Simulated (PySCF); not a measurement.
In(Cl)2(vinyl) (C2H3Cl2In), SMILES C=[CH][In]([Cl])[Cl].

Geometry optimised at B3LYP-D3(BJ)/def2-SVP. The structure was generated by enumeration; whether it is a known compound was not checked. The def2 effective core potentials stand for the cores of In; spin–orbit coupling is left out. One conformer was computed; it need not be the lowest.

Level of theory: ωB97X/def2-TZVP run with PySCF.

Isolated molecule, no solvent.

Computed frontier levels, gap, dipole moment and polarisability:
The highest occupied level is -10.87 eV. The lowest empty level is -0.18 eV. The orbital gap comes out as 10.69 eV, the dipole moment comes out as 3.90 D and the quadrupole, principal values (traceless, Buckingham form, about the centre of nuclear charge) is -7.84, 3.87, 3.97 D·Å. The mean static polarisability is 82.5 bohr³ (12.23 Å³) and the polarisability, principal values is 51.7, 85.7, 110.1 bohr³.
